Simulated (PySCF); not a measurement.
Calculated NMR parameters of FC1=COC=C(C(F)(F)F)O1

```
Formula                               : C5H2F4O2
SMILES                                : FC1=COC=C(C(F)(F)F)O1
Point group of the computed structure : Cs
Degrees of unsaturation               : 3
Carbon signals                        : 5
Proton signals                        : 2
```

Molfile (atoms numbered from 1):
```
C5H2F4O2
     RDKit          3D

 13 13  0  0  0  0  0  0  0  0999 V2000
    2.4734   -1.2425   -1.2832 F   0  0  0  0  0  0  0  0  0  0  0  0
    1.6349   -0.4575   -0.6246 C   0  0  0  0  0  0  0  0  0  0  0  0
    2.0239    0.6487   -0.0143 C   0  0  0  0  0  0  0  0  0  0  0  0
    1.1283    1.4672    0.6782 O   0  0  0  0  0  0  0  0  0  0  0  0
   -0.1470    1.0024    0.6527 C   0  0  0  0  0  0  0  0  0  0  0  0
   -0.5218   -0.1119    0.0342 C   0  0  0  0  0  0  0  0  0  0  0  0
   -1.9334   -0.6253    0.0076 C   0  0  0  0  0  0  0  0  0  0  0  0
   -2.4161   -0.7187   -1.2352 F   0  0  0  0  0  0  0  0  0  0  0  0
   -2.0424   -1.8380    0.5589 F   0  0  0  0  0  0  0  0  0  0  0  0
   -2.7569    0.1862    0.6856 F   0  0  0  0  0  0  0  0  0  0  0  0
    0.3533   -0.9483   -0.6699 O   0  0  0  0  0  0  0  0  0  0  0  0
    3.0363    1.0056    0.0025 H   0  0  0  0  0  0  0  0  0  0  0  0
   -0.8370    1.6326    1.1898 H   0  0  0  0  0  0  0  0  0  0  0  0
  1  2  1  0
  2  3  2  0
  3  4  1  0
  4  5  1  0
  5  6  2  0
  6  7  1  0
  7  8  1  0
  7  9  1  0
  7 10  1  0
  6 11  1  0
 11  2  1  0
  3 12  1  0
  5 13  1  0
M  END
```

Level of theory: shieldings: GIAO PBE0/pcSseg-1, geometry: GFN2-xTB, in PySCF (non-relativistic Hamiltonian, one averaged value for each set of equivalent atoms, gas phase, one conformer).

Shifts are taken against calculated references (same method and geometry level): TMS for ¹H and ¹³C; ¹⁹F against CFCl3; ¹⁷O against H2O.

| carbon | δC, type | δH (multiplicity) | HMBC from (2–3 bonds) | span of the C tensor (ppm) |
| --- | --- | --- | --- | --- |
| C2 | 167.0, C | – | H12 | 113 |
| C3 | 113.5, CH | 5.92 (m) | H13 | 87 |
| C5 | 138.7, CH | 6.31 (m) | H12 | 149 |
| C6 | 135.7, C | – | H13 | 118 |
| C7 | 128.7, C | – | H13 | 17 |

Other nuclei:
```tsv
atoms	nucleus	environment	δ (ppm)	σ (ppm)
F8/F9/F10	¹⁹F	fluorine of a CF3 group	-88.5	259.5
F1	¹⁹F	vinylic fluorine	-129.8	300.8
O11	¹⁷O	ether oxygen	125.8	210.2
O4	¹⁷O	ether oxygen	92.2	243.9
```

- Carbon types of the structure: 3 × C, 2 × CH, which accounts for all hydrogens.
- δC 167.0, 138.7, 135.7, 113.5: alkene carbon bearing oxygen.
- δC 128.7: CF3 carbon; 3 electronegative neighbours deshield it.
- δH 6.31, 5.92: hydrogen on an alkene carbon bearing oxygen; olefinic region.

Splittings by ¹⁹F in the carbon and heteronuclear signals aren't shown, as no couplings were computed. Shifts are as computed. Against solution values, carbons near 30 ppm lie about +3 ppm off and those near 130 ppm about +5 ppm. Of 1211 compounds with measured shifts, 218 miss one by over three times the rms of a fit or turn the order of signals round; such compounds aren't used in these exercises. Unscaled 19F shifts against computed CFCl3 carry errors that often reach 10 to 50 ppm. Experimental scales use liquid or dissolved standards, which lie at an offset from isolated H2O (liquid H2O: subtract about 36 ppm). No couplings were computed; multiplicities are counted from neighbouring protons, with m where these are inequivalent, close in shift, in a saturated or five-membered ring or joined by F or P, and br s for small geminal =CH2 splittings.
